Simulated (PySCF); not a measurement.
Compound: dimethyl-1,1-dimethylpropylamine, C7H17N.
Bonds: C1–C2, C2–C3, C3–C4, C3–C5, C3–N6, N6–C7, N6–C8. Hydrogens: H9, H10, H11 on C1; H12, H13 on C2; H14, H15, H16 on C4; H17, H18, H19 on C5; H20, H21, H22 on C7; H23, H24, H25 on C8.

Method: PBE0-D3(BJ)/def2-SVP geometry optimisation, gas phase in PySCF; density fitting, grid level 2; the optimiser is geomeTRIC in internal coordinates, started from a GFN2-xTB structure.

Step 0: E = -9009.5710 eV
```
atom  x, y, z in Å  |  force x, y, z in eV/Å
C1      2.1942   -0.8995    0.4722   -0.210   0.173  -0.628
C2      1.4337   -0.2765   -0.6924   -0.140  -0.087   0.727
C3      0.1323    0.4412   -0.2693    0.193   0.163  -0.214
C4     -0.5846    0.9305   -1.5425    0.261  -0.263   0.597
C5      0.5173    1.6663    0.5725   -0.203  -0.484  -0.316
N6     -0.6831   -0.4735    0.5428   -0.335  -0.002  -0.109
C7     -1.1453   -1.6645   -0.1420    0.189   0.548   0.377
C8     -1.7964    0.1329    1.2430    0.550  -0.299  -0.285
H9      2.6125   -0.1332    1.1184    0.198   0.280   0.355
H10     1.5278   -1.5208    1.0628   -0.241  -0.252   0.306
H11     3.0114   -1.5129    0.0986    0.382  -0.234  -0.068
H12     2.0728    0.4513   -1.1969    0.127   0.215  -0.265
H13     1.2045   -1.0498   -1.4271   -0.083  -0.219  -0.312
H14    -0.7766    0.1055   -2.2245   -0.103  -0.300  -0.322
H15    -1.5313    1.4045   -1.2929   -0.410   0.219   0.040
H16     0.0350    1.6603   -2.0572    0.226   0.308  -0.267
H17     0.8227    1.3599    1.5685    0.149  -0.075   0.454
H18     1.3464    2.1876    0.1002    0.310   0.237  -0.184
H19    -0.3100    2.3664    0.6546   -0.313   0.314   0.105
H20    -1.5354   -2.3552    0.6073   -0.153  -0.292   0.157
H21    -0.3255   -2.1580   -0.6544    0.296  -0.243  -0.236
H22    -1.9493   -1.4658   -0.8673   -0.227  -0.011  -0.266
H23    -2.2509   -0.6302    1.8756   -0.220  -0.184   0.244
H24    -2.5791    0.5209    0.5721   -0.287   0.157  -0.160
H25    -1.4539    0.9368    1.8870    0.044   0.331   0.270
```

**Question.** Estimate the geometry and energy of step 1. (The exact step hangs on the optimiser's Hessian estimate; all steps are aligned on step 0, rigid shifts and turns removed.)

**Answer.** E = -9009.6376 eV, largest force 0.142 eV/Å
```
atom  x, y, z in Å  |  force x, y, z in eV/Å
C1      2.2231   -0.8948    0.4654    0.009  -0.024   0.092
C2      1.4281   -0.2927   -0.6777    0.025   0.042  -0.133
C3      0.1329    0.4414   -0.2693   -0.007  -0.035   0.038
C4     -0.5732    0.9304   -1.5408   -0.035   0.038  -0.081
C5      0.5135    1.6580    0.5781    0.030   0.069   0.040
N6     -0.7123   -0.4664    0.5297    0.059   0.013  -0.016
C7     -1.1538   -1.6591   -0.1450   -0.039  -0.092  -0.063
C8     -1.8047    0.1391    1.2437   -0.098   0.048   0.047
H9      2.6368   -0.1201    1.1308   -0.021  -0.025  -0.021
H10     1.5820   -1.5447    1.0806    0.029   0.008  -0.011
H11     3.0694   -1.4907    0.0896   -0.017   0.017   0.005
H12     2.0502    0.4327   -1.2322   -0.035  -0.049   0.017
H13     1.1845   -1.0785   -1.4140    0.003   0.038   0.036
H14    -0.7762    0.1027   -2.2388    0.005   0.019   0.024
H15    -1.5327    1.4180   -1.3029    0.031  -0.014  -0.005
H16     0.0482    1.6671   -2.0749   -0.013  -0.028   0.018
H17     0.8521    1.3551    1.5806   -0.001   0.002  -0.030
H18     1.3327    2.2086    0.0901   -0.030  -0.012   0.010
H19    -0.3251    2.3612    0.6962    0.020  -0.028   0.000
H20    -1.5717   -2.3631    0.5938    0.008   0.020  -0.016
H21    -0.3188   -2.1729   -0.6427   -0.024   0.022   0.028
H22    -1.9463   -1.4841   -0.9092    0.045  -0.007   0.028
H23    -2.2790   -0.6218    1.8852    0.013   0.022  -0.018
H24    -2.6083    0.5515    0.5881    0.042  -0.014   0.034
H25    -1.4624    0.9471    1.9049   -0.001  -0.029  -0.022
```

The energy changes by -0.0667 eV. The first-order estimate −F·Δx gives -0.1421 eV and the mean of the old and new forces, exact on a quadratic surface, -0.0661 eV. The step makes an angle of 70° with the force vector and moves no atom by more than 0.063 Å.

The cost below is that of the whole optimisation. On an Arm Neoverse V2 with one thread, shared host, this took 2.7 min wall and 0.89 GiB of memory at its peak.
